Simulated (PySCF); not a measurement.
C₄H₇ClOS.
Numbering: `[CH3:1]/[CH:2]=[C:3](\[Cl:4])[S@:5]([CH3:6])=[O:7]` (hydrogens: H8, H9, H10 on C1; H11 on C2; H12, H13, H14 on C6)

The geometry is computed with GFN2-xTB (gas phase).

Task: Give the optimised bond lengths and angles.

Result: 
```tsv
bond	length (Å)	order
C1–C2	1.487	single
C2=C3	1.321	double
C3–Cl4	1.725	single
C3–S5	1.836	single
S5–C6	1.849	single
S5=O7	1.460	double
C1–H8, C1–H9, C1–H10	1.088	single
C2–H11	1.083	single
C6–H12, C6–H13, C6–H14	1.084	single
```

Bonds in one row agree within 0.01 Å and their mean is given. Orders are formal, as drawn. A selection of angles:
```tsv
angle	degrees
C2–C1–H8	109.7
C2–C1–H9	111.2
H8–C1–H9	109.3
H8–C1–H10	107.7
C1–C2–C3	127.3
C1–C2–H11	117.1
C3–C2–H11	115.5
C2–C3–Cl4	125.7
C2–C3–S5	120.6
Cl4–C3–S5	113.7
C3–S5–C6	93.8
C3–S5–O7	104.6
C6–S5–O7	106.0
S5–C6–H12	109.0
S5–C6–H13	107.4
H12–C6–H13	110.1
H12–C6–H14	111.4
```

Torsions: C1–C2–C3–Cl4 2° (synperiplanar); C2–C3–S5–C6 109° (anticlinal).

The 2 C–C bonds span 1.321 Å (C2=C3, drawn double) to 1.487 Å (C1–C2, drawn single), a spread of 0.166 Å. Of the pairs four or more bonds apart, O7···H11 is among the closest relative to their van der Waals radii: 2.36 Å, 87 % of the sum of Bondi's values. S5 (sulfinyl sulfur) is pyramidal (angles 106.0°, 104.6° and 93.8°, sum 304.4°, 0.75 Å off the plane of its three neighbours).

Point group: C1 (no symmetry element, even within 0.4 Å). GFN2-xTB frequencies: not computed here. The numbers are those of one conformer.
